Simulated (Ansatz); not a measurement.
CH₄AlBOS. The species carries charge 0 and has multiplicity 1. The bonds changed during the relaxation, so this is another structure than the one it started from.

```xyz
9

B    -0.593   -0.919   -1.713
C    -0.128   -0.201   -0.420
O     0.585    0.842   -0.315
S    -0.685   -0.970    0.997
Al    0.621    0.956    1.566
H    -1.641   -0.619   -2.192
H     0.074   -1.802   -2.153
H    -0.273    2.149    2.088
H     2.039    0.564    2.141
```

Problem. What are the harmonic wavenumbers in cm⁻¹ at PBE0-D4/def2-TZVP (Ansatz, finite differences of forces, unscaled)? (An estimate is asked.)

Solution. Computed: 83, 124, 233, 294, 392, 397, 433, 524, 602, 627, 724, 747, 856, 970, 1060, 1195, 1531, 1942, 1952, 2620, 2718.

Problem. Is this a minimum?

Solution. Yes, all 21 modes are real.

Problem. Give the ideal-gas thermochemistry at 298.15 K and 1 bar (rigid rotor, harmonic oscillator; point group Cs, symmetry number 1).

Solution. Zero-point energy 119.8 kJ/mol; H(298) − E = 140.6 kJ/mol; entropy 342.5 J/(mol·K), of which translation 166.5, rotation 111.6, vibration 64.3; G(298) − E = 38.5 kJ/mol. Modes under 100 cm⁻¹ are hindered rotations or soft bends, so the harmonic entropy is rough.
